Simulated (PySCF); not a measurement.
**What builds the third ionisation energy along the third row**

Calculated with PySCF 2.14 from differences of total energies of unrestricted determinants, without spin-orbit coupling. Each column adds one step, in eV (sums use unrounded values): valence MP2, valence CCSD, valence triples, then the next inner shell at CCSD(T) (Si 2s 2p, P 2s 2p, Cl 2s 2p, Ar 2s 2p). References (NIST) marked * lie between the lowest fine-structure levels; the others compare directly ((s) semi-empirical, (t) theoretical).

```tsv
element	UHF	+ MP2	+ CCSD	+ (T)	+ inner shell	sum	reference
Si [Ne] 3s2 → [Ne] 3s1 (x2c-TZVPPall, spin-free X2C)	32.042	0.858	0.352	0.000	0.155	33.406	33.493
P [Ne] 3s2 3p1 → [Ne] 3s2 (x2c-TZVPPall, spin-free X2C)	29.577	0.286	0.129	0.028	0.006	30.026	30.203 *
Cl [Ne] 3s2 3p3 → [Ne] 3s2 3p2 (x2c-TZVPPall, spin-free X2C)	38.940	0.647	-0.069	0.034	0.007	39.560	39.8 ± 0.11 (s) *
Ar [Ne] 3s2 3p4 → [Ne] 3s2 3p3 (x2c-TZVPPall, spin-free X2C)	39.362	0.798	0.111	0.026	0.021	40.318	40.735 ± 0.012 (s) *
```

What remains against the references is mostly basis incompleteness and, for starred values, spin-orbit coupling.

These are valence bases, so the inner-shell step is incomplete.
